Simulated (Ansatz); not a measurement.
The same ligand exchange along the group Mg, Zn, Cd.

Gas-phase electronic energies from Ansatz, PBE0-D4/def2-TZVP geometries. CCSD(T)/CBS is the MP2 limit (def2-TZVPP, def2-QZVPP) plus CCSD(T) − MP2 in def2-TZVPP, frozen cores. DFT in def2-TZVPP. def2 core potentials past Kr. For Cd, Mg, Zn outer-core shells are correlated without core-valence functions, which leaves a few kJ/mol of doubt a bond. Scalar relativity is left out up to krypton. Each species was taken in one conformer, which may not be the lowest.

```tsv
reaction	PBE0-D4 (kcal/mol)	CCSD(T)/CBS(def2) (kcal/mol)
`[NH2][Mg][O][SiH3]` + `O[Si](Cl)(Cl)Cl` → `[SiH3]O[Si](Cl)(Cl)Cl` + `[NH2][Mg][OH]`	4.4	4.5
`[NH2][Zn][O][SiH3]` + `O[Si](Cl)(Cl)Cl` → `[SiH3]O[Si](Cl)(Cl)Cl` + `[NH2][Zn][OH]`	1.0	0.7
`[NH2][Cd][O][SiH3]` + `O[Si](Cl)(Cl)Cl` → `[SiH3]O[Si](Cl)(Cl)Cl` + `[NH2][Cd][OH]`	1.2	0.6
```

Largest T1 diagnostic: 0.017, for `[NH2][Zn][OH]`.
